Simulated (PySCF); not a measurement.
Computed shifts of a molecule C2H7AlClN, PBE0/pcSseg-1 in PySCF, GIAO, gas phase, atoms alike by connectivity averaged where their shifts nearly agree, in ppm (number of nuclei): ¹³C: 34.5 (1), -14.5 (1). ¹H: 3.04 (3), 1.48 (1), 0.05 (3). ¹⁵N: 59.5 (1). References: ³⁵Cl against HCl (σ = 945.9 ppm); ¹³C against TMS (σ = 186.3 ppm); ¹H against TMS (σ = 31.56 ppm); ¹⁵N against NH3 (σ = 267.4 ppm), references at their B3LYP-D3(BJ)/def2-TZVP geometries, non-relativistic (without spin–orbit terms, shifts of atoms bonded to Cl or Br come out too high). Geometry optimised at B3LYP-D3(BJ)/def2-SVP. One conformer was computed; it need not be the lowest.

Q: Identify the compound among the candidates.
(A) C[CH2][Al]([NH2])[Cl]
(B) C[N](C)[AlH][Cl]
(C) C[NH][Al]([CH3])[Cl]

A: C, C[NH][Al]([CH3])[Cl]
